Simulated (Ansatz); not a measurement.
`O=CC(F)(F)[SiH3]` + H₂O → `OC(F)(F)[SiH3]` + `C=O`  (formal hydrolysis of a C–C bond)

Isolated molecules relaxed with PBE0-D4/def2-TZVP in Ansatz; ΔE leaves out vibrations. CCSD(T)/CBS adds triple-zeta CCSD(T) − MP2 to the extrapolated MP2 energy (def2 sets, frozen cores). This one scheme is used for every species. Functionals use def2-TZVPP. One conformer a species, not always the lowest.

```json
{"species": "`O=CC(F)(F)[SiH3]`", "PBE0-D4 energy (Eh)": "-642.66299"}
{"species": "H₂O", "PBE0-D4 energy (Eh)": "-76.38097"}
{"species": "`OC(F)(F)[SiH3]`", "PBE0-D4 energy (Eh)": "-604.62550"}
{"species": "`C=O`", "PBE0-D4 energy (Eh)": "-114.42005"}
```

**Question.** Work out ΔE.

**Answer.** ΔE = (-604.62550) + (-114.42005) − (-642.66299) − (-76.38097) = -0.00159 Eh = -4.2 kJ/mol. CCSD(T)/CBS gives +0.4 kJ/mol.

Largest T1 diagnostic among the species: 0.015.

The D4 term adds +4.6 kJ/mol with B3LYP and +2.6 kJ/mol with PBE0; it sums over pairs of atoms, weighted by their polarisabilities, and B3LYP, whose exchange is more repulsive, gets the larger term. In def2-TZVPP, CCSD(T) changes the Hartree–Fock value by +15.1 kJ/mol (the triples alone add +1.4 kJ/mol) and MP2 by +18.2 kJ/mol.

B3LYP here is the variant with VWN-RPA as its local correlation; programs differ in this.
